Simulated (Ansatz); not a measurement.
Basis-set extrapolation for CH4FNSi (`F[SiH]1CN1`) (PBE0-D4/def2-TZVP geometry, frozen core, the Gaussian-basis code of Ansatz). Multiplicity 1, RHF reference.

|  | def2-TZVPP | def2-QZVPP |
| --- | --- | --- |
| HF | -483.140893 | -483.159776 |
| MP2 correlation | -0.743052 | -0.802421 |
| CCSD(T) correlation | -0.794942 | not run |

Energies in hartree. Use E(X) = E(∞) + A·exp(−7.88·√X) for Hartree–Fock and E(X) = E(∞) + B·X^(−2.97) for correlation, with X = 3 and 4, and add CCSD(T) minus MP2 of the smaller set to the MP2 limit.

Task: What is the CCSD(T) energy at the basis-set limit?

Result: HF limit: -483.159776 + (-0.018883) × 0.13774 = -483.16238. MP2 limit: -0.802421 + (-0.059369) × 0.74074 = -0.84640. Higher-order term: -0.794942 − (-0.743052) = -0.05189. Total: -484.06067 hartree, 78.3 kcal/mol below CCSD(T)/def2-TZVPP.
